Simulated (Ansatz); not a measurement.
Born–Oppenheimer molecular dynamics of Cl₂FH₃W (7 atoms, charge 0, multiplicity 1). It starts from a relaxed structure.

These are results of Ansatz 0.2.0, RKS PBE-D4/def2-SVP, not measurements.

```yaml
ensemble: NVE (velocity Verlet)
time_step: 1 fs
steps_asked: 166
starting_velocities_drawn_for: 1000 K
seed: 990919
```

Frames 5 fs apart, positions in Å, forces in eV/Å.

Velocities at 70 fs (Å/ps):

```
W -0.80 1.33 0.14
Cl -1.26 -1.10 -1.18
Cl 0.98 -2.11 -0.98
H 33.08 -15.73 5.58
F 6.92 -4.40 1.80
H -7.04 -8.90 -1.98
H -0.45 -21.50 13.31
```

```xyz
7
Properties=species:S:1:pos:R:3:forces:R:3 time_fs=70 energy_less_start_eV=0.428 T=347
W 0.084 0.031 0.389 -2.20 0.96 -1.77
Cl -0.226 0.032 2.643 0.08 -0.22 0.95
Cl 2.260 -0.111 -0.082 0.30 -0.11 0.05
H 0.043 1.788 0.317 0.06 -1.16 0.13
F -1.814 -0.257 0.194 1.23 0.20 0.49
H -0.243 -0.488 -1.365 0.57 0.14 0.98
H -0.241 0.636 -1.154 -0.04 0.20 -0.83
7
Properties=species:S:1:pos:R:3:forces:R:3 time_fs=75 energy_less_start_eV=0.298 T=544
W 0.079 0.038 0.389 -0.78 -1.19 -1.26
Cl -0.232 0.026 2.640 0.10 -0.15 1.10
Cl 2.265 -0.122 -0.086 0.14 -0.20 0.09
H 0.202 1.642 0.352 -0.18 1.25 -0.06
F -1.774 -0.278 0.206 0.21 0.16 0.36
H -0.208 -0.521 -1.268 0.44 -0.16 0.15
H -0.254 0.576 -1.210 0.07 0.30 -0.38
7
Properties=species:S:1:pos:R:3:forces:R:3 time_fs=80 energy_less_start_eV=0.335 T=489
W 0.073 0.044 0.387 0.78 1.14 -1.25
Cl -0.238 0.018 2.645 0.18 -0.19 1.07
Cl 2.272 -0.135 -0.090 -0.02 -0.27 0.23
H 0.317 1.703 0.378 -0.45 0.12 -0.12
F -1.730 -0.297 0.223 -0.89 -0.05 0.04
H -0.074 -0.598 -1.149 0.03 -0.54 -0.99
H -0.246 0.577 -1.341 0.37 -0.21 1.02
7
Properties=species:S:1:pos:R:3:forces:R:3 time_fs=85 energy_less_start_eV=0.357 T=454
W 0.068 0.051 0.383 2.33 0.97 -1.57
Cl -0.242 0.010 2.657 0.25 0.00 0.87
Cl 2.279 -0.149 -0.093 -0.06 -0.16 0.44
H 0.329 1.809 0.373 -0.61 -1.14 -0.21
F -1.698 -0.316 0.239 -1.74 -0.27 -0.29
H 0.072 -0.768 -1.196 -0.24 0.43 0.62
H -0.163 0.545 -1.274 0.07 0.17 0.15
7
Properties=species:S:1:pos:R:3:forces:R:3 time_fs=90 energy_less_start_eV=0.330 T=497
W 0.066 0.059 0.378 2.72 -1.63 -0.03
Cl -0.244 0.002 2.675 0.29 0.12 0.70
Cl 2.285 -0.164 -0.092 -0.10 0.00 0.59
H 0.202 1.701 0.318 -0.31 0.61 -0.31
F -1.688 -0.339 0.253 -1.87 -0.30 -0.50
H 0.160 -0.857 -1.134 -0.47 0.55 0.62
H -0.065 0.559 -1.190 -0.27 0.65 -1.07
7
Properties=species:S:1:pos:R:3:forces:R:3 time_fs=95 energy_less_start_eV=0.247 T=624
W 0.067 0.065 0.372 1.52 0.64 0.28
Cl -0.245 -0.006 2.698 0.37 -0.02 0.27
Cl 2.290 -0.179 -0.088 -0.23 0.11 0.60
H -0.003 1.704 0.194 -0.09 0.51 -0.11
F -1.700 -0.365 0.260 -1.03 -0.19 -0.43
H 0.145 -0.844 -0.967 -0.35 -0.63 -1.25
H -0.023 0.690 -1.283 -0.19 -0.42 0.64
7
Properties=species:S:1:pos:R:3:forces:R:3 time_fs=100 energy_less_start_eV=0.267 T=592
W 0.070 0.072 0.366 -0.22 1.27 -1.05
Cl -0.243 -0.014 2.722 0.39 0.01 -0.27
Cl 2.294 -0.194 -0.079 -0.41 0.20 0.52
H -0.221 1.801 0.051 0.40 -1.22 0.41
F -1.724 -0.394 0.262 0.09 0.10 -0.15
H 0.047 -0.925 -1.016 -0.06 0.27 0.03
H -0.028 0.741 -1.268 -0.19 -0.63 0.51
7
Properties=species:S:1:pos:R:3:forces:R:3 time_fs=105 energy_less_start_eV=0.351 T=463
W 0.073 0.080 0.360 -1.21 -1.82 0.18
Cl -0.238 -0.021 2.745 0.35 0.12 -0.59
Cl 2.296 -0.207 -0.067 -0.45 0.31 0.36
H -0.352 1.667 -0.007 0.42 0.16 0.33
F -1.748 -0.421 0.262 0.87 0.38 0.09
H -0.061 -0.959 -1.081 0.35 0.81 0.86
H -0.082 0.662 -1.168 -0.32 0.05 -1.22
7
Properties=species:S:1:pos:R:3:forces:R:3 time_fs=110 energy_less_start_eV=0.365 T=441
W 0.074 0.086 0.353 -1.59 -1.58 1.16
Cl -0.231 -0.028 2.764 0.34 0.07 -0.96
Cl 2.294 -0.218 -0.053 -0.42 0.34 0.21
H -0.395 1.587 0.002 0.16 1.46 -0.10
F -1.762 -0.444 0.263 1.23 0.44 0.24
H -0.094 -0.838 -0.988 0.31 -0.58 -0.72
H -0.203 0.569 -1.279 -0.02 -0.15 0.16
7
Properties=species:S:1:pos:R:3:forces:R:3 time_fs=115 energy_less_start_eV=0.386 T=409
W 0.074 0.090 0.348 -2.54 0.61 0.09
Cl -0.222 -0.034 2.776 0.37 0.09 -1.28
Cl 2.289 -0.227 -0.037 -0.39 0.31 0.19
H -0.377 1.760 0.006 0.66 -0.92 0.20
F -1.760 -0.462 0.267 1.36 0.38 0.30
H -0.055 -0.823 -1.031 0.14 -0.40 -0.49
H -0.328 0.451 -1.376 0.40 -0.07 0.98
7
Properties=species:S:1:pos:R:3:forces:R:3 time_fs=120 energy_less_start_eV=0.364 T=443
W 0.070 0.095 0.343 -1.53 -1.46 0.31
Cl -0.210 -0.040 2.780 0.32 0.25 -1.32
Cl 2.282 -0.234 -0.019 -0.24 0.31 0.21
H -0.219 1.771 0.048 0.30 -0.61 -0.06
F -1.741 -0.474 0.275 1.01 0.25 0.27
H 0.014 -0.891 -1.172 -0.07 0.74 1.07
H -0.370 0.324 -1.284 0.19 0.51 -0.48
7
Properties=species:S:1:pos:R:3:forces:R:3 time_fs=125 energy_less_start_eV=0.303 T=536
W 0.064 0.098 0.339 -0.15 -2.56 1.77
Cl -0.196 -0.044 2.774 0.31 0.27 -1.15
Cl 2.273 -0.238 -0.001 -0.10 0.20 0.21
H 0.007 1.685 0.070 -0.17 1.34 -0.42
F -1.710 -0.483 0.286 0.18 0.08 0.10
H 0.069 -0.817 -1.103 -0.21 -0.05 0.14
H -0.364 0.314 -1.282 0.15 0.73 -0.64
```

Of the whole run (166 fs, mean temperature of the second half 524 K): The conserved energy stayed within 1.1 meV per atom of its start (net change 0.63 meV per atom), so the integration is sound. Over the second half the temperature averaged 0.52 of the 1000 K drawn at the start: a run that starts near a minimum puts about half its kinetic energy into the potential. A run of 0.17 ps of so small a system gives no equilibrium averages.

Run time: 6.1 min on 2 threads of Arm Neoverse V1 (shared host), peak memory 0.14 GiB.
